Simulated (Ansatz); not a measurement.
Calculated with Ansatz (gas phase, PBE0-D4/def2-TZVP geometries, no zero-point term in ΔE). CBS: MP2 limit from def2 TZ/QZ plus the TZ coupled-cluster correction, frozen cores. Functionals use def2-TZVPP. B3LYP here is the variant with VWN-RPA as its local correlation; programs differ in this.

`FB1CCC1` → `FC1BCC1`  (isomerisation)

```json
{"level": "PBE-D4", "ΔE (kcal/mol)": "53.8", "difference from CCSD(T)/CBS": "-2.4"}
{"level": "r2SCAN-D4", "ΔE (kcal/mol)": "55.0", "difference from CCSD(T)/CBS": "-1.2"}
{"level": "PBE0-D4", "ΔE (kcal/mol)": "55.1", "difference from CCSD(T)/CBS": "-1.1"}
{"level": "B3LYP-D4", "ΔE (kcal/mol)": "56.0", "difference from CCSD(T)/CBS": "-0.2"}
{"level": "ωB97X-V", "ΔE (kcal/mol)": "54.9", "difference from CCSD(T)/CBS": "-1.3"}
{"level": "ωB97M-V", "ΔE (kcal/mol)": "55.6", "difference from CCSD(T)/CBS": "-0.6"}
{"level": "B2PLYP", "ΔE (kcal/mol)": "56.7", "difference from CCSD(T)/CBS": "0.5"}
{"level": "PBE", "ΔE (kcal/mol)": "53.9", "difference from CCSD(T)/CBS": "-2.3"}
{"level": "r2SCAN", "ΔE (kcal/mol)": "55.0", "difference from CCSD(T)/CBS": "-1.2"}
{"level": "PBE0", "ΔE (kcal/mol)": "55.1", "difference from CCSD(T)/CBS": "-1.1"}
{"level": "B3LYP", "ΔE (kcal/mol)": "56.1", "difference from CCSD(T)/CBS": "-0.1"}
{"level": "HF/def2-TZVPP", "ΔE (kcal/mol)": "58.5", "difference from CCSD(T)/CBS": "2.3"}
{"level": "MP2/def2-TZVPP", "ΔE (kcal/mol)": "57.6", "difference from CCSD(T)/CBS": "1.4"}
{"level": "SCS-MP2/def2-TZVPP", "ΔE (kcal/mol)": "57.0", "difference from CCSD(T)/CBS": "0.8"}
{"level": "CCSD/def2-TZVPP", "ΔE (kcal/mol)": "57.1", "difference from CCSD(T)/CBS": "0.9"}
{"level": "CCSD(T)/def2-TZVPP", "ΔE (kcal/mol)": "56.5", "difference from CCSD(T)/CBS": "0.3"}
{"level": "HF/def2-QZVPP", "ΔE (kcal/mol)": "58.5", "difference from CCSD(T)/CBS": "2.3"}
{"level": "MP2/def2-QZVPP", "ΔE (kcal/mol)": "57.4", "difference from CCSD(T)/CBS": "1.2"}
{"level": "SCS-MP2/def2-QZVPP", "ΔE (kcal/mol)": "57.0", "difference from CCSD(T)/CBS": "0.8"}
{"level": "HF/CBS(def2)", "ΔE (kcal/mol)": "58.5", "difference from CCSD(T)/CBS": "2.3"}
{"level": "MP2/CBS(def2)", "ΔE (kcal/mol)": "57.3", "difference from CCSD(T)/CBS": "1.1"}
{"level": "CCSD/CBS(def2)", "ΔE (kcal/mol)": "56.8", "difference from CCSD(T)/CBS": "0.6"}
{"level": "CCSD(T)/CBS", "ΔE (kcal/mol)": "56.2", "difference from CCSD(T)/CBS": "0"}
```

Largest T1 diagnostic among the species: 0.012.

From PBE to PBE0 (25 % exact exchange), in def2-TZVPP and without D4, ΔE moves by +1.2 kcal/mol. In def2-TZVPP, CCSD(T) changes the Hartree–Fock value by −2.0 kcal/mol (the triples alone add −0.6 kcal/mol) and MP2 by −0.9 kcal/mol.
